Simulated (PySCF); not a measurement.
**Partial charges of `C#Cc1nc(SC)ccp1`**

C7H6NPS.
Structure used (GFN2-xTB), in Å, numbered top down from 1:
```
atom  x, y, z in Å
C1    -2.526   -2.573    0.446
C2    -1.977   -1.509    0.344
C3    -1.358   -0.241    0.227
N4    -0.056   -0.245    0.010
C5     0.644    0.860   -0.119
S6     2.367    0.666   -0.403
C7     2.502   -1.140   -0.402
C8     0.133    2.162   -0.048
C9    -1.200    2.396    0.171
P10   -2.416    1.162    0.387
H11   -3.003   -3.503    0.535
H12    3.548   -1.371   -0.575
H13    1.879   -1.543   -1.193
H14    2.176   -1.519    0.562
H15    0.825    2.983   -0.171
H16   -1.544    3.422    0.218
```

Density: PBE0/pcSseg-1 (PySCF); schemes: Mulliken, IAO, Hirshfeld and ESP-fitted. Isolated species at its GFN2-xTB geometry (one conformer only).

Q: For which atoms does the sign change between the 4 schemes (beyond +0.03 e in one, beyond −0.03 e in another)?

A: C2, C3, S6, C9 and P10. Atomic charges aren't observables, and each scheme defines them in its own way.

Q: Do the Mulliken, IAO, Hirshfeld and ESP-fitted schemes agree on where the charge is highest?

A: The schemes don't all agree: Mulliken P10 (+0.489); IAO P10 (+0.329); Hirshfeld H11 (+0.098); ESP-fitted C3 (+0.576).

Q: Tabulate the Mulliken, IAO, Hirshfeld and ESP-fitted charges.

A: In e:

| atom | environment | Mulliken | IAO | Hirshfeld | ESP-fitted |
| --- | --- | --- | --- | --- | --- |
| C1 | terminal alkyne carbon | -0.363 | -0.207 | -0.088 | -0.249 |
| C2 | alkyne carbon | +0.454 | -0.021 | -0.055 | -0.254 |
| C3 | substituted aromatic carbon | -0.307 | -0.083 | +0.014 | +0.576 |
| N4 | pyridine-type nitrogen | -0.429 | -0.276 | -0.131 | -0.449 |
| C5 | substituted aromatic carbon | +0.010 | +0.036 | +0.052 | +0.496 |
| S6 | sulfide sulfur | +0.067 | +0.173 | +0.033 | -0.179 |
| C7 | S-methyl carbon | -0.347 | -0.497 | -0.117 | -0.364 |
| C8 | aromatic CH carbon | -0.007 | -0.169 | -0.055 | -0.590 |
| C9 | aromatic CH carbon | -0.340 | -0.342 | -0.088 | +0.093 |
| P10 | phosphorus bonded to 2 C | +0.489 | +0.329 | +0.084 | -0.222 |
| H11 | alkyne hydrogen | +0.048 | +0.208 | +0.098 | +0.273 |
| H12 | methyl hydrogen | +0.153 | +0.166 | +0.054 | +0.203 |
| H13 | methyl hydrogen | +0.163 | +0.172 | +0.046 | +0.136 |
| H14 | methyl hydrogen | +0.163 | +0.172 | +0.046 | +0.135 |
| H15 | aromatic hydrogen | +0.106 | +0.165 | +0.055 | +0.255 |
| H16 | aromatic hydrogen | +0.141 | +0.173 | +0.055 | +0.141 |

Mean size of the charges over all atoms: ESP-fitted 0.288 e, Mulliken 0.224 e, IAO 0.199 e, Hirshfeld 0.067 e. Each set sums to the total charge, 0, to within 0.001 e. The Mulliken scheme counts on each atom the diagonal of the density matrix times the overlap matrix over that atom's basis functions.

Q: How many electrons does the Hirshfeld scheme count on C1?

A: Z − q = 6 − (-0.088) = 6.088.

Q: How closely do the schemes follow one another over all atoms?

A: Correlation coefficient and root-mean-square difference: IAO with Hirshfeld 0.93, 0.164 e; Mulliken with IAO 0.80, 0.166 e; Mulliken with Hirshfeld 0.67, 0.232 e; Hirshfeld with ESP-fitted 0.63, 0.287 e; IAO with ESP-fitted 0.41, 0.312 e; Mulliken with ESP-fitted 0.08, 0.411 e.

The run behind these numbers computed NMR shieldings as well. On an Intel Xeon Platinum 8488C with one thread, on a shared host, this took 53 s of wall time (with the writing of density and orbital grids) and 0.94 GiB of memory at its peak.
